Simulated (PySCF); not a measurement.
Excitations are Tamm–Dancoff values on a coarser integration grid. The basis has no diffuse functions, so Rydberg states are missing or too high.

Cartesian coordinates (Å):
SMILES: C=C=CSC
```xyz
11

C     -1.9150    -0.5039     0.4850
C     -1.0655     0.4602     0.2752
C     -0.2118     1.4205     0.0641
S      1.4888     1.2534    -0.3724
C      1.6613    -0.5443    -0.4277
H     -2.0617    -0.9288     1.4732
H     -2.5202    -0.9143    -0.3175
H     -0.5151     2.4582     0.1497
H      2.6968    -0.7467    -0.6957
H      0.9991    -0.9719    -1.1790
H      1.4433    -0.9823     0.5451
```
Charge 0, multiplicity 1.

### Question
What is the computed total energy, T1 excitation (TDA), HOMO, HOMO–LUMO gap and brightest of the four lowest singlets (TDA) (PySCF with ωB97X-D3(BJ)/def2-TZVP // B3LYP-D3(BJ)/def2-TZVP)?

### Answer

| Property | Result |
|---|---|
| total energy | -554.3226 Ha |
| T1 excitation (TDA) | 4.29 eV |
| HOMO | -8.39 eV |
| HOMO–LUMO gap | 10.34 eV |
| brightest of the four lowest singlets (TDA) | 6.44 eV |
